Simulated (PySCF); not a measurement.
Gas-phase reaction: 2 InCl₃.NH₃ + InH₃ ⇌ 3 InHCl₂ + 2 N + 3 H₂

Method: PySCF energies plus ideal-gas RRHO corrections (1 bar). † marks an energy on the PBE0/def2-TZVP geometry and frequencies. MP2 freezes the core. Open shells (unrestricted): N (multiplicity 4); the rest are closed-shell singlets. In: scalar-relativistic def2 core potential, no spin-orbit coupling. Adducts (InCl₃.NH₃) have no counterpoise correction, and HF, PBE, BLYP, B3LYP and PBE0 lack dispersion. InCl₃.NH₃, InH₃, InHCl₂: computed as isolated molecules; such fragments, hydroxides, amides, oligomers or adducts are transient or little studied in the gas. MP2 isn't extrapolated to the basis-set limit; its ΔH°(298 K) is 1196.0 kJ in def2-SVP and 1227.7 kJ in def2-TZVPP. The harmonic model lacks anharmonicity and excited electronic states, which grow with temperature; levels with a mode under 35 cm⁻¹ are left out. Soft modes under 120 cm⁻¹ make the harmonic entropy rough for InCl₃.NH₃, InHCl₂.

| level | ΔE electronic, kJ | ΔH°(298 K), kJ | ΔS°(298 K), J/K | ΔG°(800 K), kJ |
|---|---|---|---|---|
| HF/def2-TZVP† | 799 | 699 | 592 | 217 |
| M06-2X/def2-TZVP† | 1322 | 1222 | 592 | 739 |
| MP2/def2-TZVPP† | 1328 | 1228 | 592 | 745 |
| LDA/def2-TZVP† | 1609 | 1510 | 592 | 1027 |
| ωB97X-V/def2-TZVP† | 1343 | 1243 | 592 | 760 |
ΔH° is lowest at HF/def2-TZVP† and highest at LDA/def2-TZVP†. No reference value is set beside these.
